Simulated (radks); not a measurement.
Q: Ionisation ladder of caesium, from Cs23+ to Cs33+. Each ion is in the ground configuration listed by NIST, and IE = E(next ion) - E(this ion). Calculated with a radial shooting solver on a logarithmic mesh with Libxc functionals: Dirac Kohn-Sham, PBE, spin-unpolarised, spherical densities, finite nucleus; open shells are shared between the two j in proportion to 2j + 1; Fermi nuclear charge, rms radius 4.8041 fm.

| species | configuration | IE, Delta-SCF (eV) | -e(HOMO) (eV) | HOMO |
|---|---|---|---|---|
| Cs23+ | [Ar] 3d10 4s2 4p2 | 743.64 | 719.48 | 4p3/2 |
| Cs24+ | [Ar] 3d10 4s2 4p1 | 779.08 | 754.64 | 4p3/2 |
| Cs25+ | [Ar] 3d10 4s2 | 882.72 | 864.37 | 4s1/2 |
| Cs26+ | [Ar] 3d10 4s1 | ? | 901.16 | 4s1/2 |
| Cs27+ | [Ar] 3d10 | 1599.3 | 1551.5 | 3d5/2 |
| Cs28+ | [Ar] 3d9 | 1683.5 | 1634.8 | 3d5/2 |
| Cs29+ | [Ar] 3d8 | ? | 1719.7 | 3d5/2 |
| Cs30+ | [Ar] 3d7 | 1856.6 | 1806.0 | 3d5/2 |
| Cs31+ | [Ar] 3d6 | 1945.4 | 1893.9 | 3d5/2 |
| Cs32+ | [Ar] 3d5 | ? | 1983.3 | 3d5/2 |
| Cs33+ | [Ar] 3d4 | ? | 2074.1 | 3d5/2 |

Estimate the withheld Delta-SCF values.

A: Cs26+: 919.82 eV (NIST 916.1); Cs29+: 1769.3 eV (NIST 1757); Cs32+: 2035.7 eV (NIST 2029); Cs33+: 2127.5 eV (NIST 2137).

Beside tabulated values, note that spin-unpolarised runs miss the spin-polarisation part of the exchange energy of open shells.
